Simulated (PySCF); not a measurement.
# Ionisation energy of La+ by level of theory

La+ [Xe] 5d2 [5d3/2^2, M_J = 2] → La(2+) [Xe] 5d1 [5d3/2^1, M_J = 3/2], as a difference of total energies. Calculation: PySCF 2.14, in x2c-TZVPPall-2c; the two-component X2C-1e Hamiltonian. Correlated levels: [Ar] 3d10 frozen; the 18 highest virtual spinors dropped. "Screened" scales the spin-orbit matrix elements by Boettger's factors to mimic the two-electron term; Breit and QED terms are absent.

| method | ionisation energy (eV) |
| --- | --- |
| GHF (spin-free) | 10.368 |
| GMP2 (spin-free) | 10.899 |
| GHF (screened spin-orbit) | 10.380 |
| GMP2 (screened spin-orbit) | 10.923 |

Question: How much does correlation contribute at GMP2 (screened spin-orbit)?

Answer: 10.923 − (10.380) = 0.543 eV, measured against GHF (screened spin-orbit).

The spin-free rows relax to the high-spin LS determinant and lack the spin-orbit shift.

Errors of the correlated levels include the incompleteness of this basis and the frozen core.

The labels give the starting determinants; with spin-orbit coupling the two ends relaxed to ⟨J²⟩ = 6.41, ⟨L²⟩ = 10.87, ⟨S²⟩ = 1.74 and ⟨J²⟩ = 3.77, ⟨L²⟩ = 6.05, ⟨S²⟩ = 0.79.

The determinant of La+ mixes levels of different J (the jj label is only the starting occupation), so the difference between spin-free and spin-orbit rows is not the physical spin-orbit shift.

For comparison: 11.185 eV (measured; NIST Atomic Spectra Database, ionization energies).
